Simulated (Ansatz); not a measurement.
Two members of one family (Series GeX2), computed with Ansatz in the gas phase. The two geometries come from different levels. Binding counts from free atoms in the multiplicity of their measured ground term, without zero-point energy. A dash marks a value that wasn't run or was left out as unsound. The structures are stationary points that may keep the symmetry of their start. Remarks come from the PBE and PBE0 runs and from stability tests at other levels; not every state was tested. HOMO above LUMO (over both spins in singlets and doublets, within one spin in higher multiplets; at PBE or PBE0), or a gap under 0.15 eV within one spin, warns that the state may not be the lowest or that an electron is smeared out.

First: Ge(NH2)2 (singlet, charge 0, r2SCAN-D4/def2-TZVP geometry).

```
atom    x (Å)    y (Å)    z (Å)
 Ge1  -0.1015  -0.8454   0.9057
  N2  -1.3277  -0.1853  -0.2824
  H3  -2.2831  -0.5037  -0.2754
  H4  -1.1631   0.5099  -0.9972
  N5   1.3231   0.1456   0.3232
  H6   2.2291   0.0584   0.7552
  H7   1.3232   0.8205  -0.4290
```

```csv
level,HOMO (eV),LUMO (eV),gap (eV),vertical IE (eV),vertical triplet (eV),binding per atom (eV)
PBE-D4/def2-TZVP,-5.54,-1.34,4.20,8.79,3.78,3.45
revPBE-D4/def2-TZVP,-5.48,-1.27,4.21,–,–,3.35
B3LYP-D4/6-31G,-6.31,-0.56,5.75,–,–,3.28
B3LYP-D4/def2-TZVP,-6.64,-0.81,5.83,–,–,3.39
PBE0-D4/def2-TZVP,-6.83,-0.59,6.24,9.02,3.65,3.34
```

Remarks: gap within one spin near zero at PBE or PBE0 (+1 doublet), gap within one spin near zero at PBE or PBE0 (triplet).

Second: GeMe2 (singlet, charge 0, PBE-D4/def2-TZVP geometry).

```tsv
atom	x (Å)	y (Å)	z (Å)
Ge1	1.093	-0.868	-0.060
C2	-0.444	-0.704	1.231
H3	-1.390	-0.871	0.687
H4	-0.489	0.321	1.635
H5	-0.381	-1.418	2.062
C6	0.501	0.658	-1.235
H7	0.500	1.587	-0.640
H8	-0.537	0.497	-1.571
H9	1.147	0.797	-2.111
```

Task: What does the change do? Estimate second minus first.

Result: 
```
              level  Δ HOMO (eV)  Δ LUMO (eV)  Δ gap (eV)  Δ vertical IE (eV)  Δ vertical triplet (eV)  Δ binding per atom (eV)
   PBE-D4/def2-TZVP         0.48        -1.71       -2.19               -0.64                    -2.27                     0.19
revPBE-D4/def2-TZVP         0.47        -1.69       -2.15                   –                        –                     0.22
     B3LYP-D4/6-31G         0.63        -1.80       -2.43                   –                        –                     0.31
 B3LYP-D4/def2-TZVP         0.72        -1.66       -2.38                   –                        –                     0.21
  PBE0-D4/def2-TZVP         0.76        -1.61       -2.37               -0.82                    -2.20                     0.26
```
